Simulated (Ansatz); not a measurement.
# AgCl (silver chloride): the vertical energy of the triplet above the singlet from total energies

The species is AgCl (2 atoms), meant as a singlet with charge 0. As SMILES, `[Cl][Ag]`. The coordinates come from a PBE0-D4/def2-TZVP relaxation.

```xyz
2

Cl    0.9876   -0.3775    0.4910
Ag   -0.9581    0.3174   -0.4870
```

Both states at this one shape; open shells run unrestricted unless said. 1 Eh = 27.2114 eV.

```tsv
level	program	singlet AgCl (Eh)	triplet AgCl (Eh)
SVWN5/STO-3G	Ansatz	-5596.846526	-5596.846374
SVWN5/def2-TZVPP (core potential)	Ansatz	-605.497279	-605.393396
PBE0/def2-TZVPP (core potential)	Ansatz	-607.077857	-606.967189
```

**Question.** Work out the vertical gap, second state less first, at each level.

**Answer.** 
1. SVWN5/STO-3G: -5596.846374 − (-5596.846526) = 0.000152 Eh = 0.00 eV.
2. SVWN5/def2-TZVPP (core potential): -605.393396 − (-605.497279) = 0.103883 Eh = 2.83 eV.
3. PBE0/def2-TZVPP (core potential): -606.967189 − (-607.077857) = 0.110668 Eh = 3.01 eV.

No measured value is set beside it here; the levels span 0.00 to 3.01 eV. Spin-orbit coupling, which splits open shells on such heavy atoms by tenths of an eV, is left out. Minimal sets are far from the basis-set limit. All-electron rows are non-relativistic unless named.
